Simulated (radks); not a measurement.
The numbers below are computed, except where a source is named.
Neutral bismuth, 83 electrons, occupied as [Hg] 6p3. Level of theory: Dirac Kohn-Sham, BLYP, spin-unpolarised, spherical densities, finite nucleus; open shells fill j = l - 1/2 first; Fermi nuclear charge, rms radius 5.5211 fm (a radial shooting solver on a logarithmic mesh with Libxc functionals).

Normalised radial functions P(r) = r R(r) (large component), r in bohr:

r,5d3/2,6p3/2
0.0007058,0.0000,0.0002
0.001131,0.0000,0.0006
0.0018,0.0001,0.0014
0.002885,0.0003,0.0033
0.004588,0.0010,0.0074
0.007356,0.0032,0.0162
0.0117,0.0098,0.0325
0.01876,0.0297,0.0580
0.02983,0.0808,0.0820
0.04782,0.1900,0.0697
0.07606,0.3292,-0.0184
0.1219,0.3097,-0.1161
0.1939,-0.1086,-0.0165
0.3109,-0.5254,0.1685
0.4945,-0.0392,-0.0306
0.7928,0.8692,-0.2681
1.261,0.9282,0.0758
2.021,0.4009,0.5376
3.215,0.0772,0.5609
5.154,0.0048,0.2875
8.197,0.0001,0.0704

5d3/2: eigenvalue -27.764 eV, 2 radial nodes at r = 0.177, 0.504 bohr, <r> = 1.21 bohr, 90 % of the charge inside 1.83 bohr. 6p3/2: eigenvalue -3.616 eV, 4 radial nodes at r = 0.0707, 0.201, 0.475, 1.18 bohr, <r> = 3.29 bohr, 90 % of the charge inside 5.06 bohr.
